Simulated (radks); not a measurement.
Values are calculated unless marked as measured or tabulated.
Problem. Isoelectronic series with 7 electrons, each ion in its NIST ground configuration. Code: a radial shooting solver on a logarithmic mesh with Libxc functionals. Model: Dirac Kohn-Sham, PBEsol, spin-unpolarised, spherical densities, finite nucleus; open shells fill j = l - 1/2 first; Fermi nuclear charge, rms radius of each element as measured or else 0.836 A^(1/3) + 0.57 fm. Total energies (hartree) and mean radii <r> (bohr):

| ion | configuration | E (hartree) | 2p3/2 | 2p1/2 | 2s1/2 |
|---|---|---|---|---|---|
| N | [He] 2s2 2p3 | -54.24241 | 1.484 | 1.483 | 1.323 |
| F2+ | [He] 2s2 2p3 | -97.33456 | 0.8971 | 0.8957 | 0.9195 |
| P8+ | [He] 2s2 2p3 | -305.34008 | 0.4262 | 0.4245 | 0.4766 |
| Cl10+ | [He] 2s2 2p3 | -401.04089 | 0.3635 | 0.3616 | 0.4105 |
| K12+ | [He] 2s2 2p3 | -510.02166 | 0.3169 | 0.3149 | 0.3603 |
| Sc14+ | [He] 2s2 2p3 | -632.35632 | 0.2810 | 0.2788 | 0.3209 |
| V16+ | [He] 2s2 2p3 | -768.12893 | 0.2524 | 0.2500 | 0.2892 |
| Mn18+ | [He] 2s2 2p3 | -917.43351 | 0.2290 | 0.2265 | 0.2630 |
| Co20+ | [He] 2s2 2p3 | -1080.37467 | 0.2096 | 0.2069 | 0.2411 |
| Cu22+ | [He] 2s2 2p3 | -1257.06757 | 0.1932 | 0.1904 | 0.2225 |
| Ga24+ | [He] 2s2 2p3 | -1447.63842 | 0.1792 | 0.1762 | 0.2064 |
| As26+ | [He] 2s2 2p3 | -1652.22524 | 0.1671 | 0.1638 | 0.1924 |
| Br28+ | [He] 2s2 2p3 | -1870.97815 | 0.1565 | 0.1530 | 0.1801 |

Estimate the row of Al6+ ([He] 2s2 2p3).

Solution. E (hartree) -222.85533; 2p3/2 0.5154; 2p1/2 0.5139; 2s1/2 0.5680.
